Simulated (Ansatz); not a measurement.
`CC(C)BO` and `CC(C)CF` differ in one atom or group.

Ansatz, PBE0-D4/def2-TZVP geometries, multiplicity 1. Each molecule was computed in one conformer, which needn't be the lowest.

```json
{"property": "size of the dipole moment (ωB97M-V/def2-TZVPP) / D", "`CC(C)BO`": "1.82"}
{"property": "HOMO energy (PBE/def2-TZVPP) / eV", "`CC(C)BO`": "-6.63"}
{"property": "size of the dipole moment (B3LYP/def2-TZVPP) / D", "`CC(C)BO`": "1.80"}
{"property": "LUMO energy (PBE/def2-TZVPP) / eV", "`CC(C)BO`": "-0.89"}
{"property": "LUMO energy (B3LYP/def2-TZVPP) / eV", "`CC(C)BO`": "-0.12"}
{"property": "LUMO energy (ωB97M-V/def2-TZVPP) / eV", "`CC(C)BO`": "2.02"}
```

(1) What does the change do to each property? (Estimate.)

## Answers

(1) Computed: 
```tsv
property	`CC(C)CF`	shift
size of the dipole moment (ωB97M-V/def2-TZVPP) / D	1.76	-0.06
HOMO energy (PBE/def2-TZVPP) / eV	-7.48	-0.85
size of the dipole moment (B3LYP/def2-TZVPP) / D	1.77	-0.03
LUMO energy (PBE/def2-TZVPP) / eV	0.30	1.19
LUMO energy (B3LYP/def2-TZVPP) / eV	0.76	0.88
LUMO energy (ωB97M-V/def2-TZVPP) / eV	2.53	0.51
```

With PBE0 the HOMO falls by 1.03 eV and the LUMO rises by 0.97 eV, so the gap widens by about 2.00 eV. PBE moves the HOMO by -0.85 eV and ωB97M-V by -1.09 eV. Dipoles are sizes alone; their direction can turn.

B3LYP here is the variant with VWN-RPA as its local correlation; programs differ in this.
